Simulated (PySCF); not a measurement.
Predicted microwave data (PBE0-D3(BJ)/def2-SVP geometry optimisation, gas phase (PySCF)) for one isomer of C7H5Cl3:

| Property | Result |
| --- | --- |
| Rotational constants | A = 1466, B = 428.3, C = 412.7 MHz |
| Dipole components | \|μa\| = 1.23 D, \|μb\| = 2.54 D, \|μc\| = 0.09 D |
| Inertial defect | -300.08 u·Å² |
| κ | -0.97 |

Question: Which candidate fits, each taken in the one conformer that was computed?
A. `C#C[C@H]1CC=C1C(Cl)(Cl)Cl`
B. `[CH2:1]=[C:2]1[CH:3]=[C:4]([CH:5]([Cl:6])[Cl:7])[CH:8]=[C:9]1[Cl:10]` with C3–C4–C5–Cl6 118°
C. `C=C1C=CC(C(Cl)(Cl)Cl)=C1`

Answer: B. It is C=C1C=C(C(Cl)Cl)C=C1Cl, a near-prolate asymmetric top, point group Cs. The candidates at the same level (rigid rotor, commonest isotopes):

```
                   SMILES  A (MHz)  B (MHz)  C (MHz)  μa (D)  μb (D)  μc (D)  Δ (u·Å²)  point group                        rotor
 C=C1C=CC(C(Cl)(Cl)Cl)=C1     1358    576.6    529.7    2.83    0.30    0.00   -294.50           Cs               asymmetric top
C#C[C@H]1CC=C1C(Cl)(Cl)Cl     1151    687.2    593.0    1.35    1.59    0.04   -322.26           C1               asymmetric top
   C=C1C=C(C(Cl)Cl)C=C1Cl     1466    428.3    412.7    1.23    2.54    0.09   -300.08           Cs  near-prolate asymmetric top
```

`C=C1C=CC(C(Cl)(Cl)Cl)=C1` has B 35 % too high; `C#C[C@H]1CC=C1C(Cl)(Cl)Cl` has B 60 % too high. No structure here is proved a minimum.
